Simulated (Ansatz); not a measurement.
System: C$_{3}$H$_{5}$O, charge 0, multiplicity 2. It need not be the lowest isomer of its formula. SMILES: C([CH]O)=C
Structure (B3LYP-D3(BJ)/def2-TZVP (Ansatz, a program for electronic structure) minimum search):
```
C
C 1 1.3789
O 2 1.3585 1 124.81
H 3 0.9656 2 109.77 1 0.00
C 1 1.3790 2 125.34 3 180.00
H 5 1.0794 1 121.08 2 180.00
H 2 1.0810 3 112.02 4 -180.00
H 5 1.0821 6 117.61 1 180.00
H 1 1.0893 2 116.76 7 -180.00
```
Charge 0, spin multiplicity 2.

Parts of the frozen-core correlation energy in aug-cc-pVTZ (Ansatz, hartree). Frozen orbitals: 4; correlated occupied orbitals by spin: 12 and 11; virtual: 283 and 284. Open shells are spin-unrestricted. Spin-orbit coupling is left out. Non-relativistic.

```
term                            value
-------------------------  ----------
reference (HF)             -191.40145
MP2 opposite-spin            -0.53502
MP2 same-spin                -0.17070
CCSD correlation             -0.74386
(T)                          -0.03215
T1 diagnostic                   0.026
largest doubles amplitude       0.044
<S^2> of the reference          0.939
```
